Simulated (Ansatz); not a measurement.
Ansatz (an electronic-structure program) input:

Ansatz 0.2 input:
```yaml
crystal:
  periodic: [false, false, false]
  atoms:
    - {symbol: C, position_ang: [2.43453444, -1.17886350, 0.10226921]}
    - {symbol: C, position_ang: [1.30226135, -0.32636756, 0.50863244]}
    - {symbol: C, position_ang: [1.76103462, 1.10153284, 0.79496600]}
    - {symbol: C, position_ang: [0.20931251, -0.36830111, -0.59347224]}
    - {symbol: C, position_ang: [-1.09904654, 0.35567336, -0.25875846]}
    - {symbol: C, position_ang: [-1.80626096, -0.26473387, 0.94325932]}
    - {symbol: C, position_ang: [-2.01860854, 0.31302914, -1.47979149]}
    - {symbol: H, position_ang: [2.30807490, -2.24156112, 0.02559581]}
    - {symbol: H, position_ang: [3.35229423, -0.74844963, -0.24662826]}
    - {symbol: H, position_ang: [0.85324877, -0.74969546, 1.41793850]}
    - {symbol: H, position_ang: [2.11191695, 1.57677775, -0.11859254]}
    - {symbol: H, position_ang: [2.57760600, 1.09251402, 1.51345921]}
    - {symbol: H, position_ang: [0.95343407, 1.69937178, 1.20886554]}
    - {symbol: H, position_ang: [-0.01733238, -1.41562644, -0.80718157]}
    - {symbol: H, position_ang: [0.63255229, 0.06971401, -1.50056940]}
    - {symbol: H, position_ang: [-0.88177700, 1.40496239, -0.03598505]}
    - {symbol: H, position_ang: [-2.76798883, 0.21783654, 1.10391668]}
    - {symbol: H, position_ang: [-1.21866741, -0.14996519, 1.85048930]}
    - {symbol: H, position_ang: [-1.97975186, -1.32574812, 0.77499627]}
    - {symbol: H, position_ang: [-2.94306973, 0.85064921, -1.28023973]}
    - {symbol: H, position_ang: [-1.53708848, 0.76922860, -2.34185878]}
    - {symbol: H, position_ang: [-2.26807348, -0.71584328, -1.73120528]}
basis:
  gaussian:
    orbitals: def2-TZVP
hamiltonian:
  xc: b3lyp
  dispersion: d3bj
magnetization: {spin_polarized: true, initial_magnetization: 1}
relax: {f_tol: 0.002, max_steps: 150}
```

**Question.** What final total energy does it print?

**Answer.** -275.86248 Eh (B3LYP-D3(BJ)/def2-TZVP). The basis has 307 functions.

It need not be the lowest isomer of its formula.
